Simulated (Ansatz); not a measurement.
Two isomers of CH6FNOSi: A = `NC(F)O[SiH3]`, B = `C[Si](N)(O)F`.

Program: Ansatz. Geometries: PBE0-D4/def2-TZVP. ΔE: electronic, gas phase. CBS: MP2 limit from def2 TZ/QZ plus the TZ coupled-cluster correction, frozen cores. Functionals use def2-TZVPP. One conformer a species, not always the lowest.

A:

```xyz
11

N    -0.337    0.455    1.973
C    -0.554    0.069    0.647
F    -1.113    1.108   -0.134
O     0.637   -0.278    0.072
Si    0.818   -0.561   -1.554
H     0.369    1.177    2.031
H    -1.191    0.756    2.420
H    -1.298   -0.735    0.591
H     0.906    0.700   -2.327
H     2.087   -1.316   -1.669
H    -0.324   -1.375   -2.049
```

B:

```xyz
11

C     0.666    1.327   -0.020
Si    0.107   -0.434    0.016
N    -1.472   -0.571   -0.573
O     0.094   -1.126    1.500
F     1.195   -1.263   -0.834
H     0.595    1.741   -1.029
H     1.708    1.408    0.297
H     0.054    1.940    0.645
H    -1.808   -0.027   -1.349
H    -2.025   -1.396   -0.412
H     0.886   -1.598    1.760
```

Q: Which isomer does CCSD(T)/CBS put lower? Give the gap. (Estimate.)

A: Ansatz gave: B, by 98.0 kcal/mol.

Q: Give E(B) − E(A) in kcal/mol with r2SCAN-D4, PBE0-D4, CCSD/def2-TZVPP, MP2/def2-TZVPP, B2PLYP, PBE-D4, LDA (SPW92). (Estimate.)

A: The calculation gave: r2SCAN-D4 -95.0, PBE0-D4 -93.0, CCSD/def2-TZVPP -95.7, MP2/def2-TZVPP -99.4, B2PLYP -95.2, PBE-D4 -90.3, LDA (SPW92) -89.3. None reverses the order clearly.

Q: Does the order hold for the free energy at 298.15 K (harmonic terms from PBE0-D4)? (Estimate.)

A: Ansatz gave: Yes: G(B) − G(A) = -96.0 kcal/mol, for one conformer each. Modes under 60 cm⁻¹, often nearly free rotors, make the harmonic entropy too high.

Largest T1 diagnostic: 0.012.

From PBE to PBE0 (25 % exact exchange), in def2-TZVPP and without D4, E(B) − E(A) moves by −2.9 kcal/mol. The D4 term adds −0.8 kcal/mol with B3LYP and −0.4 kcal/mol with PBE0; it sums over pairs of atoms, weighted by their polarisabilities, and B3LYP, whose exchange is more repulsive, gets the larger term.

B3LYP here is the variant with VWN-RPA as its local correlation; programs differ in this.
